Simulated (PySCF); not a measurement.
**Dipole response of Bi⁶⁶⁺ (bismuth, charge +66)**

[Ne] 3s2 3p5, 2P determinant. All numbers are calculated (PySCF 2.14, no relativity, point nucleus, in an uncontracted even-tempered set (16 s from 20 bohr⁻², ratio 2.5; 10 p from 26 bohr⁻², ratio 2.5; 4 d from 100 bohr⁻², ratio 2.7; 4 f from 150 bohr⁻², ratio 2.7)). Coupled (time-dependent) response in atomic units; α is the mean over directions.

```json
{"method": "UHF", "mean α (bohr³)": "0.001611", "α xx, yy, zz": "0.003078, 0.0008773, 0.0008773", "C₆ (like pair)": "3.740e-05", "S(−4)": "1.448e-05"}
{"method": "PBE0", "mean α (bohr³)": "0.001630", "α xx, yy, zz": "0.003119, 0.0008854, 0.0008854", "C₆ (like pair)": "3.715e-05", "S(−4)": "1.701e-05"}
```

S(−4) is the Cauchy moment in α(ω) = α(0) + S(−4) ω² + …

Spin-orbit coupling is absent.

α(iu) at PBE0:

```
u (hartree)  α(iu) (bohr³)
          0       0.001630
       2.00       0.001567
       4.00       0.001423
       8.00       0.001139
       12.0      0.0009459
       16.0      0.0008097
       20.0      0.0007039
       30.0      0.0005155
       40.0      0.0003969
       60.0      0.0002694
        100      0.0001717
```

A single London oscillator, α(iu) = α/(1 + u²/ω²), gives C₆ = (3/4) ω α². Matching the computed C₆ needs ω = 4 × 3.715e-05 / (3 × 0.001630²) = 18.6 hartree.

For an ion, C₆ is the dispersion term alone; charge-induced terms of lower order in 1/R come first.

The components differ because the open shell of this determinant is not spherical; for a pure term their mean is the scalar polarisability.

A non-relativistic calculation at this Z misses sizeable relativistic shifts. Spin-orbit coupling, absent here, splits the open shell strongly.
